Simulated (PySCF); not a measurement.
Ga(F)(Cl)(vinyl) (C₂H₃ClFGa), SMILES C=[CH][Ga]([F])[Cl]. Coordinates come from a ωB97X-D3(BJ)/def2-SVP optimisation. The structure was generated by enumeration; whether it is a known compound was not checked. The values are those of a single conformer.

These are PySCF with ωB97X-D3(BJ)/def2-SVP values and carry that method's errors.

Harmonic wavenumbers (cm⁻¹): 84, 94, 178, 179, 308, 433, 492, 618, 727, 1007, 1038, 1051, 1270, 1427, 1691, 3147, 3201, 3244. Rotational constants (GHz): 3.134, 2.401, 1.359; symmetry number 1.

**Question.** Work out the zero-point energy and the ideal-gas rigid-rotor harmonic-oscillator thermochemistry at 298.15 K and 1 atm.

**Answer.** ZPE = ½ Σ hcν = ½ × 20188 cm⁻¹ = 120.75 kJ/mol. H − E(el) = 141.15 kJ/mol. Entropy in J/(mol K): translation 171.34, rotation 116.50, vibration 66.78, total 354.62. G − E(el) = 35.42 kJ/mol. Cp = 96.35 J/(mol K). Modes under 150 cm⁻¹ make the vibrational entropy uncertain.
